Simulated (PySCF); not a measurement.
Compound: C5H3FOS.
Z-matrix (Å and degrees, PBE0-D3(BJ)/def2-SVP geometry), rows numbered from 1:
```
F 
C   1  1.3041
C   2  1.3490  1  124.47
C   3  1.4454  2  119.80  1  -179.76
S   4  1.6490  3  123.63  2   179.95
C   4  1.4531  3  113.49  2    -0.02
C   6  1.3454  4  121.33  3    -0.04
O   2  1.3271  1  110.52  3  -179.86
H   3  1.0895  2  119.64  1     0.16
H   6  1.0905  4  118.96  3   179.95
H   7  1.0896  6  125.88  4  -179.96
```

All values: CAM-B3LYP/def2-SVPD (PySCF, non-relativistic), on one gas-phase PBE0-D3(BJ)/def2-SVP geometry that isn't relaxed in the solvent. The solvent is an IEF-PCM continuum (Bondi radii, 1.10 Å for H, scaled by 1.2). Only the electrostatic response of the medium enters.

Gas phase at CAM-B3LYP/def2-SVPD: HOMO -7.63 eV, LUMO -1.33 eV, dipole 3.82 D.

**Question.** What does the continuum do to the energy, the frontier levels and the dipole at CAM-B3LYP/def2-SVPD in methanol and water?

**Answer.** 
| solvent | ε | E(solvent) − E(gas) (kJ/mol) | polarisation term (kJ/mol) | distortion of the solute (kJ/mol) | HOMO (eV) | LUMO (eV) | dipole (D) |
| --- | --- | --- | --- | --- | --- | --- | --- |
| methanol | 32.61 | -30.05 | -40.93 | 10.88 | -7.90 | -1.30 | 6.12 |
| water | 78.36 | -31.04 | -42.68 | 11.64 | -7.91 | -1.30 | 6.21 |

Polarisation term: ½ Σ q·V over the induced surface charges. Distortion: the rise of the solute's own energy as its density leaves the gas-phase optimum. From methanol to water the lowering changes by a factor 1.03, Onsager's factor (ε − 1)/(2ε + 1) by 1.03 and ε itself by 2.4.

**Question.** Which radius a makes the point-dipole formula ΔE = −[(ε − 1)/(2ε + 1)]·μ²/a³ give the value in water, with the gas-phase dipole?

**Answer.** μ = 1.502 au and |ΔE| = 0.01182 Eh give a = 2.40 Å; the farthest nucleus lies 2.87 Å from the centroid of the nuclei, so such a sphere wouldn't even hold the nuclei. The formula assumes a rigid point dipole at the centre of a sphere.

**Question.** How does the static polarisability (CAM-B3LYP/def2-SVPD, frozen core, with the continuum's full static response) change?

**Answer.** 
```json
{"medium": "gas", "isotropic (au)": "89.8", "principal values (au)": "51.0, 81.5, 136.8", "⟨r²⟩ of the electrons (bohr²)": "1134.8"}
{"medium": "methanol", "isotropic (au)": "132.4", "principal values (au)": "72.0, 115.3, 209.8", "⟨r²⟩ of the electrons (bohr²)": "1137.1"}
{"medium": "water", "isotropic (au)": "134.1", "principal values (au)": "73.1, 116.7, 212.4", "⟨r²⟩ of the electrons (bohr²)": "1137.2"}
```

The isotropic value in water is 1.49 times the gas-phase one; no cavity-field correction is applied. ⟨r²⟩ is taken about the centre of nuclear charge.

The run took about 50 s of CPU time (one thread, shared machine). This is the whole response run at CAM-B3LYP/def2-SVPD in water, SCF included.
